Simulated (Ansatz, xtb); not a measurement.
**Relative energy of two isomers of C5H6O2Se**

Structure I: `O=C(O)[C@@H]1C=C[Se]C1`, a singlet. Structure II: `C[Se]C1=CCOC1=O`, a singlet. Both are isolated molecules in the gas phase, relaxed with PBE-D3(BJ)/def2-SVP; the shapes shown needn't be the lowest conformers.

I (Å):

```xyz
14

C     1.0546    0.5410    1.3152
C     1.2852    1.5230    0.1558
C     0.0501    1.6474   -0.7174
C     0.0977    1.0034   -1.9015
C     2.4825    1.0956   -0.7092
O     1.8275   -0.3257    1.6712
O    -0.1279    0.7746    1.9334
Se    1.7519    0.1515   -2.3014
H    -0.1809    0.1147    2.6591
H     1.5088    2.4968    0.6491
H    -0.8502    2.1579   -0.3464
H    -0.7305    0.9291   -2.6209
H     3.1502    0.4113   -0.1540
H     3.0511    1.9686   -1.0793
```

II (Å):

```xyz
14

C    -2.7241   -0.8295    1.9615
C    -0.8336    0.8023    0.3804
C    -0.2265    1.2454   -0.7493
C     1.2495    1.3133   -0.5089
C     0.2307    0.5674    1.4134
O     1.4458    0.8584    0.8285
O     0.1430    0.1914    2.5605
Se   -2.6950    0.6798    0.7022
H    -1.9692   -0.6557    2.7478
H    -2.5312   -1.7776    1.4271
H    -3.7443   -0.8380    2.3885
H    -0.7036    1.5174   -1.7007
H     1.8272    0.6619   -1.2039
H     1.6602    2.3447   -0.6066
```

Task: Estimate E(II) − E(I) at the level CCSD(T)/def2-SVP + ΔMP2/def2-TZVPP.

Result: Calculated at CCSD(T)/def2-SVP + ΔMP2/def2-TZVPP: E(II) − E(I) = +36.2 kJ/mol, so structure I lies lower.

How the difference moves with the method:

```tsv
level	geometry	E(II) − E(I) (kJ/mol)	departure from the last row (kJ/mol)	job, with rough time for the two
PBE-D3(BJ)/def2-SVP	PBE-D3(BJ)/def2-SVP	+22.3	−13.9	optimisation, 58 s
HF/def2-SVP	PBE-D3(BJ)/def2-SVP	+28.4	−7.8	part of the CCSD(T) run
MP2/def2-SVP	PBE-D3(BJ)/def2-SVP	+46.3	+10.1	part of the CCSD(T) run
CCSD(T)/def2-SVP	PBE-D3(BJ)/def2-SVP	+41.6	+5.4	single point
CCSD(T)/def2-SVP + ΔMP2/def2-TZVPP	PBE-D3(BJ)/def2-SVP	+36.2		single point, 2.1 min
```

As drawn, II has 1 C–O, 1 C–H in place of 1 C–C, 1 O–H.

The levels shown agree on the order. The largest departure from CCSD(T)/def2-SVP + ΔMP2/def2-TZVPP is that of PBE-D3(BJ)/def2-SVP, 13.9 kJ/mol. Levels run at GFN2-xTB geometries aren't shown. The last row adds to CCSD(T) the change of the MP2 difference between the two basis sets, here −5.4 kJ/mol.

With thermal terms from frequencies at re-optimised GFN2-xTB minima (ideal gas, soft modes damped towards free rotors, one conformer each, 298.15 K, 1 atm): the zero-point term adds −3.1 kJ/mol; ΔH is +34.6 and ΔG +32.0 kJ/mol.

The correlated steps freeze 16 core orbitals; the filled d shell of Se is correlated, in a basis made for valence electrons. Mirror images aren't counted in ΔG. Programs: Ansatz 0.2.0, xtb 6.7.1; the last row on 4 threads of Intel(R) Xeon(R) Platinum 8259CL CPU @ 2.50GHz (Skylake/Cascade Lake) on a shared host.
